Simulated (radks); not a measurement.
Spherical quantum dot in the effective-mass picture: electrons in a parabolic well V = omega^2 r^2 / 2 with omega = 2.24, all in effective atomic units (hartree* = m*/eps^2 hartree, bohr* = eps/m* bohr), one dielectric constant everywhere. Method: non-relativistic Kohn-Sham, LDA (Slater exchange, Perdew-Wang correlation), spin-polarised, spherical densities; computed with a radial shooting solver with Libxc functionals. Levels are named by radial order and angular momentum (1s, 1p, 1d, 2s, ...), and open shells are averaged over m. Results are scaled to m* = 0.285 and eps = 16.6, for which hartree* = 28.14 meV and bohr* = 3.082 nm. Each electron was tried in the lowest free levels, single moves between levels near the top were tried too, and the lowest total energy was kept; such a search can miss a lower state. At N = 1 the Hartree and exchange-correlation terms need not cancel, so that row can carry a self-interaction error.

N,open shells,2S,mu = E(N) - E(N-1) (meV),addition energy mu(N+1) - mu(N) (meV),e(HOMO) (meV),rms radius (nm)
1,"1s(up 1, down 0)",1,96.164,30.91,108.00,2.536
2,none,0,127.07,78.92,138.80,2.643
3,"1p(up 1, down 0)",1,205.99,20.35,216.06,2.961
4,"1p(up 2, down 0)",2,226.34,20.66,236.66,3.136
5,"1p(up 3, down 0)",3,247.00,26.23,257.32,3.261
6,"1p(up 3, down 1)",2,273.23,19.11,282.71,3.366
7,"1p(up 3, down 2)",1,292.34,19.33,302.00,3.454
8,none,0,311.67,66.87,321.33,3.532
9,"1d(up 1, down 0)",1,378.54,16.87,386.97,3.658
10,"1d(up 2, down 0)",2,395.41,16.84,403.84,3.764
11,"1d(up 3, down 0)",3,412.25,16.77,420.65,3.856
12,"1d(up 4, down 0)",4,429.02,16.66,437.37,3.938
13,"1d(up 5, down 0)",5,445.68,21.09,453.98,4.012
14,"1d(up 5, down 1)",4,466.77,15.89,474.71,4.082
15,"1d(up 5, down 2)",3,482.66,15.87,490.60,4.146
16,"1d(up 5, down 3)",2,498.53,15.81,506.45,4.207
17,"1d(up 5, down 4)",1,514.35,15.73,522.23,4.264
18,none,0,530.08,20.68,537.92,4.318
19,"2s(up 1, down 0)",1,550.76,17.69,558.80,4.370
20,none,0,568.44,49.75,576.41,4.422
21,"1f(up 1, down 0)",1,618.20,14.19,625.30,4.486
22,"1f(up 2, down 0)",2,632.39,14.14,639.47,4.547
23,"1f(up 3, down 0)",3,646.52,14.07,653.57,4.604
24,"1f(up 4, down 0)",4,660.60,14.01,667.61,4.659
25,"1f(up 5, down 0)",5,674.61,13.94,681.59,4.711
26,"1f(up 6, down 0)",6,688.55,13.87,695.49,4.760
27,"1f(up 7, down 0)",7,702.41,17.36,709.32,4.808
28,"1f(up 7, down 1)",6,719.77,13.49,726.53,4.855
29,"1f(up 7, down 2)",5,733.26,13.45,740.00,4.899
30,"1f(up 7, down 3)",4,746.71,13.40,753.42,4.943
31,"1f(up 7, down 4)",3,760.11,13.35,766.80,4.985
32,"1f(up 7, down 5)",2,773.46,13.29,780.11,5.025
33,"1f(up 7, down 6)",1,786.75,13.23,793.37,5.065
34,none,0,799.97,20.58,806.57,5.103
35,"2p(up 1, down 0)",1,820.55,-,827.24,5.142

All shells are closed at N = 2, 8, 18, 20, 34 (there: 1s2 1p6 1d10 2s2 1f14); the second difference of the energy has clear peaks (12 % above both neighbours; the first and last values, which can be the largest, are not judged, and half-filled shells can peak too) at N = 2, 5, 8, 13, 18, 20, 27.
